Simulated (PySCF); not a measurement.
C4H12OSSi2.
Atom-mapped SMILES: `[CH3:1][O:2][C@@H:3]1[C@@H:4]([CH3:5])[Si@H:6]1[S:7][SiH3:8]`

Probes without a nucleus sit at each ring's centroid and 1 Å off its mean plane on both sides; NICS is minus the shielding there, NICSzz its component along the normal. Level: GIAO PBE0/pcSseg-1 (PySCF, non-relativistic, gas phase) on the GFN2-xTB geometry, one conformer.

Ring bond lengths (Å), with Mayer bond orders in brackets: C3–C4 1.534 (0.84), C4–Si6 1.891 (0.88), Si6–C3 1.891 (0.92).

Question: Give the NICS values of each ring in ppm.

Answer: 
| ring | type | NICS(0) | NICS(1), two faces | NICS(1)zz, two faces | rms pucker (Å) | centre to ring atoms, mean (Å) |
| --- | --- | --- | --- | --- | --- | --- |
| C3–C4–Si6 | 3-membered ring with Si; formal bonds all single | -23.3 | -6.6 / -7.6 | -12.7 / -12.8 | 0.00 | 1.02 |

Question: What do they say, and how far can they be read as aromaticity?

Answer: 
- C3–C4–Si6: mean NICS(1)zz -12.7 ppm, shielded. C3, C4, Si6 have four or more neighbours, so the value isn't read as a sign of a π ring current. NICS(0) lies 16 ppm below the mean NICS(1).

Question: List the ring angles and the Hirshfeld charges of the ring atoms.

Answer: 
- C3–C4–Si6: C3 66.1° (-0.042 e), C4 66.1° (-0.117 e), Si6 47.8° (+0.266 e); sum 180.0° against 180° for a flat convex ring.

Question: How shielded are the nuclei of the rings and their hydrogens (means over atoms taken as equivalent)?

Answer: 
```csv
atoms,environment,σ isotropic (ppm)
C3,sp3 carbon bound to oxygen,107.6
C4,sp3 carbon bound to silicon,163.5
Si6,SiH silicon,425.4
H on C3,methine hydrogen,28.05
H on C4,methine hydrogen,30.47
H on Si6,Si–H hydrogen,27.55
```

Conformer computed: `[CH3:1][O:2][C@@H:3]1[C@@H:4]([CH3:5])[Si@H:6]1[S:7][SiH3:8]`: C1–O2–C3–C4 158°, C4–Si6–S7–Si8 -86°.
